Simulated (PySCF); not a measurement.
Be(Br)(OSiH3) (BeBrH3OSi), SMILES [SiH3][O][Be][Br].

Geometry optimised at B3LYP-D3(BJ)/def2-SVP. Other conformers were not sampled.

Method: C-PCM-PBE0/def2-SVP in PySCF 2.14.0.

The values are the electrostatic part of the solvation free energy, E(continuum) − E(gas) at the gas-phase geometry, in a cavity of scaled van der Waals radii (PySCF's table); cavitation and dispersion terms are not included. A continuum can't describe solvent molecules that bind to the metal. In vacuum the orbital gap is 8.24 eV. The dipole moment in vacuum is 1.28 D.

Computed values in water (ε = 78.36), ethylethanoate (ε = 5.99), 2-propanol (ε = 19.26):
```json
[
 {"solvent": "water", "ε": "78.36", "ΔG(elec) (kcal/mol)": "-3.4", "dipole (D)": "1.62", "gap (eV)": "8.51"},
 {"solvent": "ethylethanoate", "ε": "5.99", "ΔG(elec) (kcal/mol)": "-2.8", "dipole (D)": "1.56", "gap (eV)": "8.46"},
 {"solvent": "2-propanol", "ε": "19.26", "ΔG(elec) (kcal/mol)": "-3.3", "dipole (D)": "1.60", "gap (eV)": "8.49"}
]
```
